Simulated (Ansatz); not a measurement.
Molecule: C₃H₈O₂Si, charge 0, multiplicity 1. SMILES: C(=O)O[SiH](C)C
Structure (B3LYP-D3(BJ)/def2-TZVP (Ansatz, a first-principles code) minimum search):
```xyz
14

C     -0.8197     1.8291    -0.0673
Si    -0.6109     0.1485     0.7038
C     -1.6202    -1.1749    -0.1283
O      1.0430    -0.2923     0.7050
C      1.7474    -0.4573    -0.4134
O      1.3232    -0.3216    -1.5300
H     -0.1737     2.5658     0.4140
H     -0.5785     1.7994    -1.1303
H     -1.8529     2.1676     0.0434
H     -0.8992     0.1959     2.1536
H     -1.3855    -1.2289    -1.1917
H     -1.4312    -2.1529     0.3183
H     -2.6860    -0.9585    -0.0200
H      2.7850    -0.7384    -0.1861
```

Parts of the frozen-core correlation energy in 6-31G* (Ansatz, hartree). Frozen orbitals: 10; correlated occupied orbitals by spin: 18 and 18; virtual: 82 and 82. Spin-orbit coupling is left out. No relativistic terms.

```csv
term,value
reference (HF),-556.97869
MP2 opposite-spin,___
MP2 same-spin,___
CCSD correlation,___
(T),-0.02567
T1 diagnostic,0.014
largest doubles amplitude,0.047
```

### Question
Some entries are withheld; supply them.

### Answer

- MP2 opposite-spin, value: -0.61216
- MP2 same-spin, value: -0.20781
- CCSD correlation, value: -0.86829
